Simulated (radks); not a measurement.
Species: Zn II. Configuration: [Ar] 3d10 4s1.

Calculated with a radial shooting solver on a logarithmic mesh with Libxc functionals: scalar-relativistic Kohn-Sham, AM05, spin-polarised, spherical densities, finite nucleus; open shells are filled with parallel spins first; Fermi nuclear charge, rms radius 3.9283 fm.

Energy parts (Ry):
part                       energy
total                 -3586.24141
kinetic                3642.19763
electron-nucleus      -8627.32798
Hartree                1536.36858
exchange-correlation   -137.47965

Orbitals (lengths in bohr, moments of r in powers of bohr; r(max) is where P^2 peaks; r(90%) holds 90 % of the orbital's charge):
orbital,occ.,eigenvalue (Ry),r(max),r(90%),<r^4>,<1/r>
1s up,1,-699.5687,0.03295,0.0900,0.00002996,30.19
1s down,1,-699.5649,0.03295,0.0900,0.00002996,30.19
2s down,1,-85.67998,0.1895,0.351,0.006362,6.577
2s up,1,-85.67916,0.1895,0.351,0.006361,6.577
2p up,3,-74.41566,0.1521,0.324,0.004707,6.457
2p down,3,-74.41557,0.1521,0.324,0.004707,6.457
3s down,1,-10.16321,0.5888,1.02,0.4729,2.087
3s up,1,-10.16299,0.5888,1.02,0.4750,2.086
3p up,3,-6.81927,0.5926,1.11,0.6511,1.932
3p down,3,-6.81793,0.5926,1.10,0.6443,1.934
3d up,5,-1.45852,0.5657,1.59,3.472,1.513
3d down,5,-1.44339,0.5648,1.55,3.137,1.528
4s up,1,-1.06684,1.990,3.57,68.89,0.5443
4s down,0,-0.96869,1.976,3.67,77.12,0.5396
4p up,0,-0.59922,2.501,4.68,203.3,0.4171
4p down,0,-0.52034,2.597,5.06,274.5,0.3941

The highest occupied level is 4s up at -14.515 eV. Spin moment in Bohr magnetons: 1. The density falls to 0.001 e/bohr^3 at r = 3.61 bohr. The spin density at the nucleus is 11.73 e/bohr^3 (1s 0.08, 2s 0.08, 3s -0.09, 4s 11.66). For comparison, the ionisation energy in NIST's Atomic Spectra Database is 17.964 eV (measured). In exact Kohn-Sham theory the highest level is minus the ionisation energy, but local and semilocal functionals leave it too shallow, through self-interaction and a potential that decays too fast; potentials with the right tail come closer. The electron density at the nucleus is 2.523e+04 e/bohr^3 (large components only).
